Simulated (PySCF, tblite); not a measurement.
C5HF7O.
Numbering: `[O:1]=[C:2]([F:3])/[C:4](=[CH:5]\[C:6]([F:7])([F:8])[F:9])[C:10]([F:11])([F:12])[F:13]` (hydrogens: H14 on C5)

Structure optimised with GFN2-xTB, isolated species.

Problem. What internal coordinates does the optimisation give?

Solution. 
| bond | length (Å) |
| --- | --- |
| O1=C2 | 1.176 |
| C2–F3 | 1.344 |
| C2–C4 | 1.495 |
| C4=C5 | 1.332 |
| C5–C6 | 1.513 |
| C6–F7, C6–F8, C6–F9 | 1.335 |
| C4–C10 | 1.523 |
| C10–F11, C10–F12, C10–F13 | 1.334 |
| C5–H14 | 1.084 |

Bonds in one row agree within 0.01 Å and their mean is given. A selection of angles:
| angle | degrees |
| --- | --- |
| O1–C2–F3 | 120.9 |
| O1–C2–C4 | 128.1 |
| F3–C2–C4 | 110.9 |
| C2–C4–C5 | 123.7 |
| C2–C4–C10 | 116.5 |
| C5–C4–C10 | 119.8 |
| C4–C5–C6 | 125.1 |
| C5–C6–F7 | 112.5 |
| C5–C6–F8 | 109.7 |
| F7–C6–F8 | 106.8 |
| C4–C10–F11 | 111.6 |
| F11–C10–F12 | 108.0 |

Torsions: O1–C2–C4–C5 0° (synperiplanar); C2–C4–C5–C6 0° (synperiplanar); C4–C5–C6–F7 61° (synclinal); C2–C4–C10–F11 61° (synclinal).

Of the pairs four or more bonds apart, F13···H14 is among the closest relative to their van der Waals radii: 2.32 Å, 87 % of the sum of Bondi's values. The 4 C–C bonds span 1.332 Å (C4=C5, drawn double) to 1.523 Å (C4–C10, drawn single), a spread of 0.191 Å.

Point group: Cs (every atom within 0.08 Å of its image). Its lowest GFN2-xTB frequency is 13i cm⁻¹, too small to tell a flat minimum from a shallow saddle. The numbers are those of one conformer.

These are computed values.
